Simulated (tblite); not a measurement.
Species: C₂H₆Cl₂Si₂ (charge +1 and doublet state).
Geometry (GFN2-xTB, Å), atoms numbered from 1 in this order:
```
atom  x, y, z in Å
Si1    1.789    0.401    0.654
C2     0.781   -0.779   -0.508
C3    -0.503   -0.845   -0.721
Cl4   -1.466   -2.011   -1.485
Si5   -1.811    0.575   -0.066
Cl6   -2.496   -0.245    1.596
H7     3.079   -0.242    0.866
H8     0.990    0.540    1.871
H9     1.868    1.624   -0.152
H10    1.463   -1.432   -1.040
H11   -2.758    0.688   -1.166
H12   -0.934    1.727    0.125
```

Calculated harmonic vibrations of the isolated species, GFN2-xTB (tblite), most abundant isotopes, no scaling. Errors from tens to a few hundred cm⁻¹ against measured bands are possible. Modes of hydrogen on silicon can be 10 to 20 % off. One conformer, not necessarily the lowest. Open shells enter through the occupations alone, without spin polarisation, and single modes of such species can be off by tens of per cent.

Harmonic wavenumbers (cm⁻¹): 33.5, 89.4, 94.5, 106.8, 155.0, 198.2, 279.7, 354.9, 378.8, 456.2, 474.3, 503.8, 513.2, 561.4, 628.3, 659.2, 680.4, 711.8, 739.6, 741.2, 752.3, 769.5, 1027.7, 1611.9, 2237.3, 2250.6, 2287.2, 2319.1, 2334.2, 2980.6.

A = 1509, B = 1101, C = 729.0 MHz; mass 155.939 u (most abundant isotopes); point group C1, symmetry number 1; spin multiplicity 2.

**Question.** Zero-point energy?

**Answer.** Half the sum of the wavenumbers: 13465 cm⁻¹ = 38.50 kcal/mol.

**Question.** Entropy at 273.15 K, 1 bar (ideal gas, RRHO, classical rotation)?

**Answer.** Translation 40.63, rotation 29.70, vibration 27.93, spin (R ln 2) 1.38: S = 99.6 cal/(mol K).

**Question.** And Cp and H(273.15 K) − H(0)?

**Answer.** Cp = 35.66 cal/(mol K), of which vibrations give 27.71 (their classical limit is 30 R = 59.6); H(273.15 K) − H(0) = 6.14 kcal/mol without the zero-point energy, 3.97 from vibrations.

**Question.** Which modes carry the vibrational entropy at 273.15 K?

**Answer.** 33.5 cm⁻¹: 5.44; 89.4 cm⁻¹: 3.50; 94.5 cm⁻¹: 3.39; 106.8 cm⁻¹: 3.16; 155.0 cm⁻¹: 2.44; 198.2 cm⁻¹: 1.99 cal/(mol K); the other 24 give 8.01 together.

**Question.** How do the functions run with temperature in this model?

**Answer.** 
| T (K) | S (cal/(mol K)) | Cp (cal/(mol K)) | H − H(0) (kcal/mol) | G − H(0) (kcal/mol) | ln q(vib) |
| --- | --- | --- | --- | --- | --- |
| 150 | 81.9 | 24.1 | 2.42 | -9.87 | 3.41 |
| 250 | 96.6 | 33.8 | 5.33 | -18.81 | 6.13 |
| 298.15 | 102.8 | 37.5 | 7.05 | -23.61 | 7.42 |
| 400 | 114.7 | 43.2 | 11.18 | -34.71 | 10.05 |
| 600 | 133.6 | 50.0 | 20.55 | -59.62 | 14.77 |
| 900 | 155.2 | 56.1 | 36.55 | -103.10 | 20.79 |

q(vib) and H(0) count from the zero-point level.

Hindered rotation and anharmonicity are outside this model. Other conformers, if any are populated, would add a mixing term that is left out. The structure is chiral; the term R ln 2 for an equal mix with its mirror image is left out.
